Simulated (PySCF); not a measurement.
**SMILES C#CC1=C(Cl)C(=C)C1=C, C8H5Cl**

Geometry (Å), atoms numbered from 1 in this order:
```xyz
14

C     2.4200   -2.4353    0.3179
C     1.6170   -1.5393    0.3565
C     0.6815   -0.5103    0.3738
C     0.3002    0.4538    1.2671
Cl    0.7950    0.8774    2.8322
C    -0.7202    1.0142    0.3721
C    -1.5999    2.0003    0.4243
C    -0.3172   -0.0314   -0.6157
C    -0.6825   -0.3847   -1.8340
H     3.1230   -3.2135    0.2934
H    -2.2574    2.2086   -0.4014
H    -1.6867    2.6284    1.2946
H    -0.2115   -1.2081   -2.3432
H    -1.4618    0.1393   -2.3598
```

Method used: GIAO wB97X-D/pcSseg-1 magnetisability, rotational g tensor and spin-rotation constants, non-relativistic, gas phase in PySCF. Geometry: GFN2-xTB.

Problem. How diamagnetic is it, and how anisotropic?

Solution. Isotropic -1307 × 10⁻³⁰ J/T², or -78.7 × 10⁻⁶ cm³/mol; principal values -1564, -1189, -1167 × 10⁻³⁰ J/T², anisotropy 386 × 10⁻³⁰ J/T² (root of half the summed squared differences of the principal values). The susceptibility is in cgs units.

Problem. Split it along the inertial axes a, b, c into diamagnetic and paramagnetic parts about the centre of mass, with the quadrupole moment.

Solution. 
```
axis  χ (10⁻⁶ cm³/mol)  diamagnetic (10⁻⁶ cm³/mol)  paramagnetic (10⁻⁶ cm³/mol)  summed x² of all electrons (Å²)  quadrupole Θ (D Å)
   a             -71.4                      -854.7                        783.3                            205.2               +7.65
   b             -70.5                      -926.4                        855.9                            188.3               +3.87
   c             -94.2                     -1669.6                       1575.5                             13.1              -11.52
```
Anisotropies 2χaa − χbb − χcc = +21.9 and 2χbb − χaa − χcc = +24.6 × 10⁻⁶ cm³/mol. Θ is traceless in Buckingham's convention.

Problem. And the rotational g tensor?

Solution. 
```
axis  rotational constant (GHz)        g  nuclear part  electronic part
   a                     1.5605  -0.0227        0.5515          -0.5742
   b                     1.4081  -0.0196        0.5466          -0.5662
   c                     0.7402  +0.0011        0.5489          -0.5478
```
Asymmetric top; isotopes 12C, 35Cl, 1H; no vibrational averaging.
